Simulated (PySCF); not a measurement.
Where the electron goes

C6H6FNS.
Numbering: `[CH3:1]/[N:2]=[CH:3]\[c:4]1[cH:5][cH:6][c:7]([F:8])[s:9]1` (hydrogens: H10, H11, H12 on C1; H13 on C3; H14 on C5; H15 on C6)

Cartesian coordinates in Å at the GFN2-xTB level; atoms count from 1:
```
atom  x, y, z in Å
C1    -2.4240   -0.5430    0.2797
N2    -2.1085    0.8374    0.4775
C3    -0.9414    1.3129    0.4101
C4     0.3285    0.6771    0.1123
C5     0.6341   -0.5092   -0.5033
C6     2.0168   -0.7544   -0.6122
C7     2.7433    0.2580   -0.0713
F8     4.0711    0.3271   -0.0039
S9     1.7825    1.5360    0.5693
H10   -1.6784   -1.2248    0.7019
H11   -3.3908   -0.7233    0.7509
H12   -2.5257   -0.7520   -0.7881
H13   -0.8637    2.3747    0.6285
H14   -0.0982   -1.1809   -0.9100
H15    2.4499   -1.6278   -1.0632
```

Method used: TDDFT CAM-B3LYP/def2-SVPD, vertical, gas phase, core orbitals frozen in the response in PySCF 2.14.0, density-fitted response routines.

Frontier orbitals with the atoms that hold most of them (Löwdin shares over 4%, at most four atoms; ? is withheld):

| orbital | ε (eV) | atoms |
| --- | --- | --- |
| HOMO-3 | -10.56 | C3 24%, N2 24%, C1 11%, C4 8% |
| HOMO-2 | -9.23 | S9 46%, C5 17%, C6 16%, C7 9% |
| HOMO-1 | -8.55 | N2 58%, C1 12%, C3 11%, C4 5% |
| HOMO | -8.13 | ? |
| LUMO | -0.59 | ? |
| LUMO+1 | 0.79 | S9 62%, C4 10%, C7 9%, F8 5% |
| LUMO+2 | 1.09 | S9 30%, C6 12%, C5 9%, C1 9% |

Give the leading atoms of the LUMO.

N2 (bonded to 2 C) 16%; C5 (bonded to 2 C and H) 15%; S9 (bonded to 2 C) 14%; C7 (bonded to C, F and S) 14%. By element: carbon 29% or more, nitrogen 16%, sulfur 14%.

Give the leading atoms of the HOMO.

C4 (bonded to 2 C and S) 20%; C7 (bonded to C, F and S) 17%; N2 (bonded to 2 C) 15%; C5 (bonded to 2 C and H) 12%. By element: carbon 49% or more, nitrogen 15%.

The HOMO–LUMO gap is 7.55 eV. Where does the response calculation put the lowest singlet, and from which orbitals?

S1 is at 4.23 eV (f = 0.0039), 3.31 eV below the gap, made of HOMO-1→LUMO (80%), HOMO-1→LUMO+3 (10%). Its leading pair isn't HOMO and LUMO; the energies of that pair differ by 7.96 eV. Without the coupling terms of the response equations the lowest excitation would equal the gap.

Give energy, strength and leading configuration of S1, S2, S3, S4 and S5, and follow the Löwdin shares of the leading atoms from the occupied to the empty orbital.

- S1 (4.23 eV, f 0.0039), HOMO-1→LUMO (80%): N2 58% → 16%, C1 12% → at most 14%, C5 at most 5% → 15%
- S2 (4.88 eV, f 0.304), HOMO→LUMO (89%): C4 20% → at most 14%, C7 17% → 14%, N2 15% → 16%, C5 12% → 15%
- S3 (5.63 eV, f 0.0024), HOMO→LUMO+1 (87%): C4 20% → 10%, C7 17% → 9%, S9 at most 12% → 62%
- S4 (5.66 eV, f 0.064), HOMO-2→LUMO (82%): S9 46% → 14%, C5 17% → 15%, N2 at most 9% → 16%
- S5 (6.19 eV, f 0.0002), HOMO-2→LUMO+1 (85%): S9 46% → 62%, C5 17% → at most 6%, C4 at most 9% → 10%

The run took 64 s on x86-64 server, one thread, no GPU, on a shared host.

One conformer stands for the species.
